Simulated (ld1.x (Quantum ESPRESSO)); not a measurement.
Before and after: TM potential for silver (Ag)

ld1.x (Quantum ESPRESSO) 7.5 input, shortened:

```
&input
   title='Ag', zed=47., rel=1, dft='PBE', iswitch=3,
   config='[Kr] 4d10 4f-2 5s1 5p0'
 /
 &inputp
   pseudotype=2, tm=.true., lloc=-1, rcloc=2.40,
   nlcc=.true.
 /
4
5S  1  0   1.00   0.00  2.05  2.05  0.0
5P  2  1   0.00   0.00  3.90  3.90  0.0
4D  3  2  10.00   0.00  1.85  1.85  0.0
4F  4  3  -2.00   0.30  4.15  4.15  0.0
 &test
   configts(1)='4d10 5s1 5p0'
 /
```

All-electron outer shells of the reference configuration (PBE, scalar-relativistic, ld1.x):

```json
{"shell": "4s", "level (eV)": "-95.05", "outermost node (bohr)": "0.44", "outermost maximum (bohr)": "0.82"}
{"shell": "4p", "level (eV)": "-58.57", "outermost node (bohr)": "0.44", "outermost maximum (bohr)": "0.87"}
{"shell": "4d", "level (eV)": "-7.44", "outermost node (bohr)": "0.43", "outermost maximum (bohr)": "1.04"}
{"shell": "5s", "level (eV)": "-4.40", "outermost node (bohr)": "1.11", "outermost maximum (bohr)": "2.49"}
{"shell": "5p", "level (eV)": "-0.74", "outermost node (bohr)": "1.25", "outermost maximum (bohr)": "3.86"}
```

Change: all radii but the core radius scaled by about 0.78 (s 1.60, p 3.04, d 1.44, f 3.22 bohr); local potential all-electron potential smoothed inside 1.86 bohr (lloc = -1).

Cutoffs: the cutoffs (Ry, on a coarse ladder) from which the occupation-weighted sum of valence levels, in a spherical-Bessel basis at the reference potential, stays within 10 and 1 mRy of its value at 400 Ry; they do not see the model core or the augmentation charge, which bear on the density cutoff. Errors are all-electron minus pseudo energies relative to the spin-unpolarised reference configuration.

Problem. Predict the effect on cutoff, ghosts and configuration errors.

Solution. The potential gets harder (60 Ry and 90 Ry → 70 Ry and 120 Ry); a bound ghost appears in s, which as a rule spoils a file; of the 7 tests that both files solve, the error grows in 3 and shrinks in 3 by more than 15 % and 0.3 meV (median size 78.7 → 114.3 meV). A smaller radius makes the pseudo-wave follow the all-electron one further in, where it bends more sharply, so more plane waves are needed.

| quantity | base | changed |
| --- | --- | --- |
| cutoff, loose | 60 Ry | 70 Ry |
| cutoff, tight | 90 Ry | 120 Ry |
| loose cutoff by channel (10 mRy a level) | s 6 Ry, d 50 Ry | s 30 Ry, d 55 Ry |
| bound ghosts | none | s |
| error for 4d10 5s0 5p0, meV [ΔE 7.76 eV] | -12 | -5.5 |
| error for 4d9 5s0 5p0, meV [ΔE 29.87 eV] | -79 | -65 |
| error for 4d8 5s0 5p0, meV [ΔE 66.06 eV] | -442 | -373 |
| error for 4d9 5s1 5p1, meV [ΔE 8.57 eV] | -58 | -111 |
| error for 4d9 5s1 5p0, meV [ΔE 13.15 eV] | -52 | -114 |
| error for 4d7 5s0 5p0, meV [ΔE 117.78 eV] | -1259 | -1107 |
| error for 4d9 5s2 5p0, meV [ΔE 4.08 eV] | -83 | -117 |

Changed file: These tests converged, but a pseudo level misses the all-electron one widely, so the file describes the atom poorly there or has found another state: 4d7 5s0 5p0: empty 5p by 4.0 eV (a node warning on the way). A true bound ghost makes a file unfit for plane-wave use even where its test errors are small: the radial tests pick states by their node count and pass the ghost by.
